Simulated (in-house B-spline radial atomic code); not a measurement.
# Ionising Sc+ with different functionals

Computed with a B-spline radial code for spherical atoms: non-relativistic Hamiltonian, point nucleus, spin-polarised at highest spin, spherical fractional occupations for the functionals, and exact exchange of hybrids averaged over the configuration. The ionisation energy is the difference of two self-consistent energies, [Ar] 3d1 4s1 → [Ar] 3d1, without Breit or QED terms; ε is the level of the shell that loses the electron (its least bound occupied spin orbital).

```csv
method,rung,ΔSCF (eV),-ε(4s) (eV)
PBE0,global hybrid,12.89,10.78
B3LYP,global hybrid,13.09,10.71
TPSSh,global hybrid,12.73,10.34
M06-2X,global hybrid,12.73,11.39
BHandHLYP,global hybrid,12.77,11.28
r2SCAN0,global hybrid,12.81,10.93
B97-1,global hybrid,12.59,10.43
HSE06,range-separated hybrid,12.94,10.46
wB97X,range-separated hybrid,12.39,12.31
CAM-B3LYP,range-separated hybrid,12.98,11.81
LC-wPBE,range-separated hybrid,12.64,12.71
```

Q: Among the functionals, which spreads more, the ΔSCF values or the orbital energies?

A: The orbital energies: ΔSCF values span about 0.70 eV and the orbital energies 2.38 eV.

Q: How do they compare with the NIST value?

A: NIST lists 12.800 eV (measured, ground level to ground level). Errors run from -0.41 to +0.29 eV; r2SCAN0 is closest (+0.02 eV), but part of that can be cancellation, since the calculations leave out relativity, Breit-QED terms, multiplet and fine-structure energies.
